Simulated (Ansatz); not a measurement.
`[CH]=C[SiH](F)Cl` radical. The species carries charge 0 and has multiplicity 2.

Cartesian coordinates in Å:
```
C 1.1347 0.7173 1.2270
C -0.0388 0.7404 0.6575
Si -0.3816 -0.4559 -0.7100
F -0.6828 0.3261 -2.0625
Cl -2.0394 -1.5680 -0.2849
H 2.0534 0.1536 1.1295
H -0.8105 1.4416 0.9782
H 0.7651 -1.3550 -0.9349
```

Problem. List the harmonic frequencies (cm⁻¹, unscaled) at PBE0-D4/def2-TZVP in Ansatz. (Best estimate.)

Solution. Computed: 65, 176, 202, 240, 336, 553, 622, 722, 811, 822, 882, 893, 914, 1155, 1648, 2284, 3117, 3239.

Problem. Is this a minimum?

Solution. Yes, all 18 modes are real.

Problem. Give the ideal-gas thermochemistry at 298.15 K and 1 bar (rigid rotor, harmonic oscillator; point group C1, symmetry number 1).

Solution. Zero-point energy 111.7 kJ/mol; H(298) − E = 131.1 kJ/mol; entropy 345.9 J/(mol·K), of which translation 167.4, rotation 114.4, vibration 58.3, electronic 5.8; G(298) − E = 28.0 kJ/mol. Modes under 100 cm⁻¹ are hindered rotations or soft bends, so the harmonic entropy is rough.
